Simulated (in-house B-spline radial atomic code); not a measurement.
# Excitations of Mg IX (Mg8+) by several methods

Full response, energies in eV; labels give the largest channel, * marks a mixed state, a dash one above the method's threshold, and an imaginary frequency an unstable closed-shell reference. Computed with a B-spline radial code for spherical atoms: linear response of the closed shell [He] 2s2 with each method's own kernel (bare exchange for TDHF, static screening on G0W0 levels for BSE, the adiabatic kernel for functionals); non-relativistic, point nucleus, no spin-orbit coupling, no double excitations, S, P, D and F terms only.

```json
{"method": "TDHF", "2s → 2p 3P": "10.271", "2s → 2p 1P": "29.672", "2s → 3s 3S": "186.37", "α (bohr³)": "0.2658"}
{"method": "BSE on G0W0@HF", "2s → 2p 3P": "15.462", "2s → 2p 1P": "31.58", "2s → 3s 3S": "189.64", "α (bohr³)": "0.2327"}
{"method": "LDA VWN5", "2s → 2p 3P": "14.630", "2s → 2p 1P": "30.39", "2s → 3s 3S": "185.94", "α (bohr³)": "0.2495"}
{"method": "PBE", "2s → 2p 3P": "13.607", "2s → 2p 1P": "30.84", "2s → 3s 3S": "185.91", "α (bohr³)": "0.25"}
{"method": "PBE0", "2s → 2p 3P": "13.164", "2s → 2p 1P": "30.62", "2s → 3s 3S": "186.33", "α (bohr³)": "0.2535"}
{"method": "B3LYP (VWN-RPA)", "2s → 2p 3P": "12.111", "2s → 2p 1P": "30.18", "2s → 3s 3S": "184.06", "α (bohr³)": "0.2565"}
{"method": "CAM-B3LYP", "2s → 2p 3P": "?", "2s → 2p 1P": "?", "2s → 3s 3S": "?", "α (bohr³)": "?"}
{"method": "LC-wPBE", "2s → 2p 3P": "?", "2s → 2p 1P": "?", "2s → 3s 3S": "?", "α (bohr³)": "?"}
{"method": "wB97X", "2s → 2p 3P": "12.142", "2s → 2p 1P": "30.33", "2s → 3s 3S": "187.07", "α (bohr³)": "0.2674"}
{"method": "HSE06", "2s → 2p 3P": "12.937", "2s → 2p 1P": "30.50", "2s → 3s 3S": "186.33", "α (bohr³)": "0.2547"}
{"method": "BHandHLYP", "2s → 2p 3P": "11.118", "2s → 2p 1P": "29.928", "2s → 3s 3S": "183.75", "α (bohr³)": "0.2605"}
{"method": "BLYP", "2s → 2p 3P": "11.890", "2s → 2p 1P": "30.35", "2s → 3s 3S": "183.16", "α (bohr³)": "0.2544"}
{"method": "PBEsol", "2s → 2p 3P": "13.907", "2s → 2p 1P": "30.90", "2s → 3s 3S": "185.72", "α (bohr³)": "0.2499"}
{"method": "BP86", "2s → 2p 3P": "13.641", "2s → 2p 1P": "30.83", "2s → 3s 3S": "186.94", "α (bohr³)": "0.2526"}
{"method": "LDA exchange-only", "2s → 2p 3P": "13.109", "2s → 2p 1P": "30.59", "2s → 3s 3S": "184.30", "α (bohr³)": "0.2478"}
{"method": "B97-1", "2s → 2p 3P": "13.997", "2s → 2p 1P": "30.69", "2s → 3s 3S": "186.40", "α (bohr³)": "0.2552"}
{"method": "RPBE", "2s → 2p 3P": "13.600", "2s → 2p 1P": "31.12", "2s → 3s 3S": "185.69", "α (bohr³)": "0.2508"}
{"method": "OLYP", "2s → 2p 3P": "12.470", "2s → 2p 1P": "31.39", "2s → 3s 3S": "182.59", "α (bohr³)": "0.2534"}
```

(1) What does CAM-B3LYP give?

(2) What does LC-wPBE give?

Answers

(1) 2s → 2p 3P: 12.117; 2s → 2p 1P: 30.22; 2s → 3s 3S: 183.67; α: 0.2561 (eV, bohr³).

(2) 2s → 2p 3P: 13.465; 2s → 2p 1P: 30.80; 2s → 3s 3S: 185.34; α: 0.251 (eV, bohr³).
